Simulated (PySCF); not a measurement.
C2H6BFO2, SMILES C[C@@H](F)B(O)O. The structure is a stationary point at PBE-D3(BJ)/def2-SVP. The structure was generated by enumeration; whether it is a known compound was not checked. The values are those of a single conformer.

Computed equilibrium geometry at PBE-D3(BJ)/def2-SVP (PySCF confirms it by a frequency run) as bond lengths and angles (one conformer of several):
Atoms: C1 C2 F3 B4 O5 O6 H7 H8 H9 H10 H11 H12. Bonded distances (Å): C1–C2 1.523, C1–H7 1.110, C1–H8 1.109, C1–H9 1.109, C2–F3 1.422, C2–B4 1.606, C2–H10 1.116, B4–O5 1.362, B4–O6 1.370, O5–H11 0.979, O6–H12 0.971. Bond angles (°): C2–C1–H7 110.6, C2–C1–H8 110.9, C2–C1–H9 111.5, H7–C1–H8 107.7, H7–C1–H9 107.7, H8–C1–H9 108.3, C1–C2–F3 108.7, C1–C2–B4 114.3, C1–C2–H10 109.3, F3–C2–B4 107.3, F3–C2–H10 106.3, B4–C2–H10 110.5, C2–B4–O5 118.4, C2–B4–O6 123.5, O5–B4–O6 118.1, B4–O5–H11 107.4, B4–O6–H12 112.7.
